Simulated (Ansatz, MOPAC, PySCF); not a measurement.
System: CH3Be (charge 0, doublet). SMILES: [Be][CH3]
Geometry from a B3LYP-D3(BJ)/def2-TZVP (Ansatz, an electronic-structure program) optimisation:
```xyz
5

Be    -0.9099    -0.5264    -0.6938
C      0.3079     0.1781     0.2348
H      0.8673    -0.5750     0.8002
H     -0.1013     0.8929     0.9569
H      1.0265     0.7190    -0.3903
```
Charge 0, spin multiplicity 2.

Unscaled harmonic wavenumbers (cm⁻¹) in rising order, each level at the stationary point that it reaches from this structure (no distance between atoms moves by over 0.3 Å); the order of modes can differ between levels, and a negative number is imaginary. B3LYP-D3(BJ)/def2-TZVP (PySCF, at the structure above): 581, 581, 865, 1221, 1437, 1437, 2999, 3066, 3066.

AM1 (MOPAC): 421, 421, 563, 1291, 1389, 1389, 2996, 2996, 3101. Zero-point energy 20.8 against 21.8 kcal/mol; where all levels lie over 400 cm⁻¹, the wavenumbers are on average 0.898 times those of B3LYP-D3(BJ)/def2-TZVP.

HF/3-21G (Ansatz): 700, 700, 886, 1415, 1622, 1622, 3136, 3195, 3195. Zero-point energy 23.5 against 21.8 kcal/mol; where all levels lie over 400 cm⁻¹, the wavenumbers are on average 1.109 times those of B3LYP-D3(BJ)/def2-TZVP.
